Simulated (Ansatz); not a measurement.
```yaml
crystal:
  periodic: [false, false, false]
  atoms:
    - {symbol: Sn, position_ang: [-0.508703, -0.565110, -1.862773]}
    - {symbol: F, position_ang: [1.038803, 0.937584, -1.411468]}
    - {symbol: F, position_ang: [-1.338097, 1.204135, -0.843944]}
    - {symbol: Sn, position_ang: [0.315758, 1.944168, 0.410545]}
    - {symbol: F, position_ang: [1.583330, 0.305958, 1.162962]}
    - {symbol: F, position_ang: [-0.793759, 0.571680, 1.730096]}
    - {symbol: Sn, position_ang: [0.192943, -1.379050, 1.452234]}
    - {symbol: F, position_ang: [-1.433593, -1.376790, -0.034848]}
    - {symbol: F, position_ang: [0.943297, -1.642586, -0.602805]}
basis:
  gaussian: {orbitals: def2-TZVP}
magnetization: {spin_polarized: true, initial_magnetization: 2}
hamiltonian: {xc: pbe0, dispersion: d4}
scf: {omitted_lower_state_checks: [starts]}
output: {orbitals: {seedname: orbitals}}
```

```sh
$ ansatz run in.yaml --threads 4 --pin off --events-out ev --progress --plain --max-ram 4787MiB
```

Problem. Does this run fit into the memory that it is given?

Solution. No. It has 336 basis functions, and Ansatz plans for 4.92 GiB where 4.67 GiB are given.
